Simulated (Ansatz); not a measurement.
Input file for Ansatz (a first-principles code): R-B3LYP/def2-TZVPP on C2H4F2 (SMILES FCCF).

Ansatz 0.2 input:
```yaml
crystal:
  periodic: [false, false, false]
  atoms:
    - {symbol: F, position_ang: [-1.35402616, 0.84892265, -0.75128824]}
    - {symbol: C, position_ang: [-0.74357121, -0.10784746, 0.05256858]}
    - {symbol: C, position_ang: [0.75184728, -0.00695456, -0.04396725]}
    - {symbol: F, position_ang: [1.21049641, 1.13579064, 0.60257982]}
    - {symbol: H, position_ang: [-1.06857493, -1.09458869, -0.28965973]}
    - {symbol: H, position_ang: [-1.07644075, 0.05362417, 1.08003850]}
    - {symbol: H, position_ang: [1.21098140, -0.87530023, 0.43725813]}
    - {symbol: H, position_ang: [1.06918796, 0.04635349, -1.08752982]}
basis:
  gaussian:
    orbitals: def2-TZVPP
hamiltonian:
  xc: {name: B3LYP}
scf: {lower_state_search: off}
```

Output:

```
WARN ansatz: RAYON_NUM_THREADS=4 ignored (pool sized by the plan → 4); use --threads N
Functional definition: B3LYP
these checks for a lower state are left out or cut short: stability, starts, cluster_reference, orbital_swaps, neighbouring_geometries, increment
integrals: 0.07 GiB planned
908 factors; their error is unknown
mean field: 0.73 GiB planned
mean field evaluation 1: about -7572.6117 eV, gradient 4.2e1 eV
mean field evaluation 2: about -7572.1931 eV, gradient 4.6e1 eV
mean field evaluation 4: about -7576.1438 eV, gradient 2.6e0 eV
mean field evaluation 8: about -7576.1556 eV, gradient 5.0e-2 eV
mean field evaluation 16: about -7576.1556 eV, gradient 7.6e-6 eV
mean field -7576.15557474 eV, -278.4185820689 hartree, gradient 3.0e-6 eV, S^2 0.000000; 0 other end points of the search recorded, 0 dependent functions left out
reference -7576.15578384 eV, -278.4185897532 hartree; 17, 17 occupied and 163, 163 virtual orbitals, 908 factors
Total energy: -7576.15578384 eV, -278.4185897532 hartree
Checks for a lower state left out: stability, starts, cluster_reference, orbital_swaps, neighbouring_geometries, increment
```

The calculation finished and met its thresholds.

Cost: around 1.7 core-seconds (rough).
